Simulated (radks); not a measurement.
Q: The antimony ion Sb2+ is in [Kr] 4d10 5s2 5p1. Calculated with a radial shooting solver on a logarithmic mesh with Libxc functionals: scalar-relativistic Kohn-Sham, r2SCAN, spin-polarised, spherical densities, finite nucleus; meta-GGA in the generalised Kohn-Sham scheme; Fermi nuclear charge, rms radius of each element as measured or else 0.836 A^(1/3) + 0.57 fm. Open shells are filled with parallel spins first. One electron is removed from 5p, 5s, 4d, 4p in turn, with full relaxation. Which removal costs least, and what does each cost?

A: 5p 24.591 eV; 5s 33.217 eV; 4d 61.136 eV; 4p 132.35 eV. The 5p electron leaves first.
